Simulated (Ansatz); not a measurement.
# Swapping NH2 for OH on Nb: the HOMO–LUMO gap

Gas-phase molecules. On one Nb centre that keeps NH, n of the NH2 ligands are replaced by OH. The HOMO–LUMO gap y in eV at wB97X-V/def2-TZVPP. Shapes: PBE0-D4/def2-TZVP. Flexible molecules stand in one conformer, not always the lowest. Programs: Ansatz 0.2.0.

```
molecule  n  y (eV)
  NbN4H7  0   10.66
 NbN3H6O  1       ?
NbN2H5O2  2   11.40
 NbNH4O3  3   11.07
```

Question: Fit y = c + s·n to the known rows and predict NbN3H6O.

Answer: 
1. Means of the 3 rows: n = 1.66667, y = 11.043.
2. Σ(Δn)² = 4.6667, Σ(Δn·Δy) = 0.79333, so the slope is 0.79333/4.6667 = 0.17.
3. Intercept: 11.043 − (0.17) × 1.66667 = 10.760. The largest residual of the fit is 0.30.
4. NbN3H6O: 10.760 + (0.17) × 1 = 10.93 eV.

The run gave 10.91 eV, so the prediction is off by +0.02 eV, within the largest residual. The steps per swap are uneven (+0.25, +0.49, -0.33), so a line is a poor model. Other levels give for NbN3H6O: r2SCAN-D4/def2-TZVPP 4.99; r2SCAN0-D4/def2-TZVPP 7.10; wB97M-V/def2-TZVPP 10.28 eV. Orbital gaps aren't excitation energies, and the LUMO depends on the basis. For atoms past krypton def2 sets carry core potentials with scalar relativity. The series isn't monotonic at this level.
